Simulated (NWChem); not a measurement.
GaH2, doublet; SMILES [GaH2]

In the optimisation the excess spin sits in a1 (C2v, its own frame). This spin state was assumed; another may lie lower.

Question: Give the equilibrium geometry at PBE0/def2-SVP, spin-unrestricted (NWChem) as an XYZ file, with the point group.

Answer: point group C2v; any orientation.
```
3

Ga     0.0000     0.0000    -0.1070
H      1.3824     0.0000    -0.9030
H     -1.3824     0.0000    -0.9030
```
